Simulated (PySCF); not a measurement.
# Correlation energy of Sn (tin, neutral)

[Kr] 4d10 5s2 5p2, high-spin 3P determinant. Calculation: PySCF 2.14, in cc-pVDZ-PP with ECP28MDF (4s3p2d, 23 functions); scalar relativity through the core potential. Frozen: 4s2 4p6 4d10; 4 electrons correlated.

MP2 pair energies summed by pair of shells (mhartree):

```csv
pair,energy,share (%)
5s-5p,-20.13,58.6
5s-5s,-10.99,32.0
5p-5p,-3.26,9.5
```

Total MP2 correlation energy: -34.38 mhartree.

Same-spin part -5.95 and opposite-spin part -28.43 mhartree; SCS-MP2 scales them by 1/3 and 6/5 to -36.10 mhartree.

| level | correlation energy (mhartree) |
| --- | --- |
| CCSD | -48.45 |
| (T) | -0.58 |
| CCSD(T) | -49.03 |

Diagnostics: T1 = 0.0080, D1 = 0.0221, largest double amplitude 0.095.

Cost of the coupled-cluster step: 0.06 s of wall time on 1 thread of AMD EPYC 9R45 96-Core Processor (shared host), for 4 correlated electrons.

Iterations:

```
CC2 = 0
CCSD nocc = (np.int64(3), np.int64(1)), nmo = (14, 14)
frozen orbitals [[0, 1, 2, 3, 4, 5, 6, 7, 8], [0, 1, 2, 3, 4, 5, 6, 7, 8]]
max_cycle = 100
direct = 0
conv_tol = 1e-08
conv_tol_normt = 1e-06
diis_space = 8
diis_start_cycle = 0
Init t2, MP2 energy = -0.0343804076223206
Init E_corr(UCCSD) = -0.0343804076237635
cycle = 1  E_corr(UCCSD) = -0.0440581336724794  dE = -0.00967772605  norm(t1,t2) = 0.0499013
cycle = 2  E_corr(UCCSD) = -0.0468878475958491  dE = -0.00282971392  norm(t1,t2) = 0.0184462
cycle = 3  E_corr(UCCSD) = -0.0484539435549316  dE = -0.00156609596  norm(t1,t2) = 0.00807961
cycle = 4  E_corr(UCCSD) = -0.0484423866533157  dE = 1.15569016e-05  norm(t1,t2) = 0.0014341
cycle = 5  E_corr(UCCSD) = -0.0484544036789885  dE = -1.20170257e-05  norm(t1,t2) = 0.00020956
cycle = 6  E_corr(UCCSD) = -0.0484505910718118  dE = 3.81260718e-06  norm(t1,t2) = 2.69918e-05
cycle = 7  E_corr(UCCSD) = -0.0484520153191677  dE = -1.42424736e-06  norm(t1,t2) = 5.50341e-06
cycle = 8  E_corr(UCCSD) = -0.0484516520033281  dE = 3.6331584e-07  norm(t1,t2) = 1.43535e-06
cycle = 9  E_corr(UCCSD) = -0.0484517008265783  dE = -4.88232502e-08  norm(t1,t2) = 2.00317e-07
cycle = 10  E_corr(UCCSD) = -0.0484516916175415  dE = 9.20903678e-09  norm(t1,t2) = 4.72496e-08
UCCSD converged
E(UCCSD) = -213.383258420755  E_corr = -0.04845169161754152
UCCSD(T) correction = -0.000581033155346271
```
